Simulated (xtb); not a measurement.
xtb input:

```bash
xtb mol.xyz --gfn 2 --sp --chrg -1 --uhf 0
```
mol.xyz:
```
5

O     -0.82098089     1.93724540     0.41627557
B     -0.89978266     0.70103572     0.19291411
O     -1.97841060    -0.19794360     0.10212432
Br     0.84739571    -0.50739355    -0.15338588
H     -2.76480454     0.33918132     0.25673614
```

**Question.** What final total energy does it print?

**Answer.** -14.32091 Eh (GFN2-xTB).

It need not be the lowest isomer of its formula. Whether it binds its extra electron was not tested at this geometry.
